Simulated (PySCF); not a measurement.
## Two-component Hartree-Fock for Mo²⁺ (molybdenum, charge +2)

Start: [Kr] 4d4; 4d5/2 filled at m_j = -1/2, +1/2, +3/2, +5/2. Calculated with PySCF 2.14 in x2c-TZVPall-2c (8s9p7d1f, 77 functions): generalised Hartree-Fock with the X2C-1e Hamiltonian and a Gaussian nucleus; one run each with spin-orbit coupling (SO) switched off, then screened by Boettger's factors. This is a chosen level, not necessarily the ground level.

| spinor shell | electrons | ε, spin-free (eV) | ε, screened SO (eV) | weight of nominal j (screened SO) | rms radius, screened SO (bohr) |
| --- | --- | --- | --- | --- | --- |
| 1s1/2 | 2 | -20126.3 | -20125.2 | 1.000 | 0.0404 |
| 2s1/2 | 2 | -2934.2 | -2933.9 | 1.000 | 0.166 |
| 2p1/2 | 2 | -2618.6 | -2692.1 | 1.000 | 0.145 |
| 3s1/2 | 2 | -547.47 | -547.42 | 1.000 | 0.456 |
| 3p1/2 | 2 | -441.21 | -453.83 | 1.000 | 0.455 |
| 3p3/2 | 4 | -441.21 | -435.30 | 1.000 | 0.465 |
| 3d3/2 | 4 | -268.32 | -270.39 | 0.974 | 0.451 |
| 3d5/2 | 6 | -268.32 | -266.92 | 0.982 | 0.455 |
| 4s1/2 | 2 | -97.884 | -97.890 | 1.000 | 1.18 |
| 4p1/2 | 2 | -66.480 | -70.297 | 0.684 | 1.32 |
| 4p3/2 | 4 | -66.480 | -64.651 | 0.842 | 1.32 |
| 4d5/2 | 4 | -27.547 | -27.528 | 0.670 | 1.85 |

(1) Where does 2p3/2 lie, and what is the 2p spin-orbit splitting (screened SO)?

```
   quantity    spin-free  screened SO
E (hartree)  -4045.16743  -4045.63995
        M_J            4            4
       ⟨J²⟩       20.006       20.007
       ⟨L²⟩        6.004        6.048
       ⟨S²⟩        6.002        5.988
```

Each row is a mean over spinors that exchange with the open shell spreads, by up to 8.693 eV (4p3/2).

Rows whose weight is well below 1 are mixtures of j = l ± 1/2: exchange outweighs spin-orbit coupling there, and the label is only the starting occupation.

Breit and QED terms are absent; they matter most for the inner s and p1/2 levels.

Densities and radii are taken from the X2C orbitals without a picture-change correction, which distorts them close to the nucleus.

Without spin-orbit coupling the j labels of p, d and f shells carry no meaning; the spin-free column gives the mean over the occupied spinors of each nl shell.

Answers

(1) At -2584.1 eV, 107.97 eV above 2p1/2.
